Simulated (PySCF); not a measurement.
**Argon: a sound run and one with changed settings**

Sound run: Ar⁺ [Ne] 3s2 3p5, Ar²⁺ [Ne] 3s2 3p4. Computed with PySCF 2.14 in x2c-SVPall (4s3p1d, 18 functions), with scalar relativity by spin-free X2C-1e. In the sound run the correlated levels freeze [Ne]. The sound run starts from symmetry-adapted Hartree-Fock orbitals and uses a fine grid where one is needed.

Changed run: basis STO-3G, all-electron and non-relativistic. This setting is unsound on purpose.

| species | method | sound run (hartree) | changed run (hartree) | converged |
| --- | --- | --- | --- | --- |
| Ar⁺ | UHF | -527.87589 | -520.72694 | yes |
| Ar⁺ | PBE0 | -528.41331 | -521.17237 | yes |
| Ar⁺ | TPSS | -528.59234 | -521.33032 | yes |
| Ar⁺ | MP2 | -527.99013 | -520.72694 | yes |
| Ar²⁺ | UHF | -526.89645 | -519.70618 | yes |
| Ar²⁺ | PBE0 | -527.39081 | -520.10102 | yes |
| Ar²⁺ | TPSS | -527.56970 | -520.26092 | yes |
| Ar²⁺ | MP2 | -526.98667 | -519.70618 | yes |

Ionisation energy of Ar⁺:

```
 method  sound run (eV)  changed run (eV)
    UHF          26.652            27.776
   PBE0          27.824            29.153
   TPSS          27.827            29.100
    MP2          27.305            27.776
SCS-MP2          27.279            27.776
```

A minimal basis cannot let orbitals breathe on ionisation and holds almost no correlation. The Hamiltonian changed with the basis, so the totals do not compare.

For comparison, NIST gives 27.630 eV between the lowest levels.
